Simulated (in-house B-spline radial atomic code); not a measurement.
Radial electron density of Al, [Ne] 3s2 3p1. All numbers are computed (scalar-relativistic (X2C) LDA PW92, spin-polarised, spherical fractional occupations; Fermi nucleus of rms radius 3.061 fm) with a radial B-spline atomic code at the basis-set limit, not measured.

Columns: r (bohr), 4πr²n(r) (electrons per bohr), bar.

```
 0.00482   0.3873 #
 0.00584   0.5492 ##
 0.00706   0.7716 ##
 0.00854    1.079 ###
  0.0103    1.489 #####
  0.0125    2.058 ######
  0.0151    2.791 ########
  0.0183    3.754 ###########
  0.0221    4.939 ###############
  0.0268    6.404 ###################
  0.0324    8.071 ########################
  0.0392    9.886 ##############################
  0.0474    11.68 ###################################
  0.0574    13.25 ########################################
  0.0694    14.28 ###########################################
   0.084    14.52 ############################################
   0.102    13.83 ##########################################
   0.123    12.39 ######################################
   0.149    10.57 ################################
    0.18    9.101 ############################
   0.218    8.572 ##########################
   0.263    9.238 ############################
   0.319    10.77 #################################
   0.385     12.2 #####################################
   0.466    12.62 ######################################
   0.564    11.46 ###################################
   0.682     8.98 ###########################
   0.825    5.996 ##################
   0.999     3.44 ##########
    1.21    1.879 ######
    1.46    1.281 ####
    1.77    1.204 ####
    2.14    1.218 ####
    2.59    1.088 ###
    3.13   0.8116 ##
    3.79   0.4978 ##
    4.58   0.2531 #
    5.54   0.1054 
    6.71  0.03536 
    8.12  0.00941 
    9.82   0.0019 
    11.9 0.0002663
```

On this grid the curve has 3 maxima, near 0.084, 0.466, 2.14 bohr.

The 3s up radial function P(r) = rR(r), positive near the nucleus:

```csv
r (bohr),P
0.00154,0.009982
0.00225,0.01431
0.0033,0.0205
0.00482,0.0291
0.00706,0.04106
0.0103,0.05697
0.0151,0.0778
0.0221,0.1029
0.0324,0.1299
0.0474,0.1515
0.0694,0.1547
0.102,0.1192
0.149,0.02785
0.218,-0.1161
0.319,-0.2587
0.466,-0.2944
0.682,-0.1312
0.999,0.2089
1.46,0.5484
2.14,0.6739
3.13,0.5112
4.58,0.2336
6.71,0.05613
9.82,0.005737
```
